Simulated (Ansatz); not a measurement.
Start from `[CH3][InH][C]#CS` and change one atom or group to get `CC#CS`.

Ansatz, PBE0-D4/def2-TZVP geometries, multiplicity 1. Each molecule was computed in one conformer, which needn't be the lowest.

Elements past krypton have def2 core potentials.

```tsv
property	`[CH3][InH][C]#CS`
HOMO–LUMO gap (ωB97M-V/def2-TZVPP) / eV	8.65
HOMO energy (PBE0/def2-TZVPP) / eV	-6.69
HOMO–LUMO gap (PBE0/def2-TZVPP) / eV	5.11
LUMO energy (ωB97M-V/def2-TZVPP) / eV	-0.10
HOMO–LUMO gap (PBE/def2-TZVPP) / eV	3.36
HOMO–LUMO gap (B3LYP/def2-TZVPP) / eV	4.62
```

What does the change do to each property? (An estimate is asked.)

Computed: 
| property | `CC#CS` | shift |
| --- | --- | --- |
| HOMO–LUMO gap (ωB97M-V/def2-TZVPP) / eV | 10.61 | 1.96 |
| HOMO energy (PBE0/def2-TZVPP) / eV | -6.49 | 0.20 |
| HOMO–LUMO gap (PBE0/def2-TZVPP) / eV | 6.52 | 1.41 |
| LUMO energy (ωB97M-V/def2-TZVPP) / eV | 2.02 | 2.12 |
| HOMO–LUMO gap (PBE/def2-TZVPP) / eV | 4.42 | 1.06 |
| HOMO–LUMO gap (B3LYP/def2-TZVPP) / eV | 6.04 | 1.42 |

With PBE0 the HOMO rises by 0.20 eV and the LUMO rises by 1.61 eV, so the gap widens by about 1.41 eV. PBE moves the HOMO by 0.28 eV and ωB97M-V by 0.16 eV.

Positive LUMOs are unbound, so they and the gaps depend on the basis.

B3LYP here is the variant with VWN-RPA as its local correlation; programs differ in this.
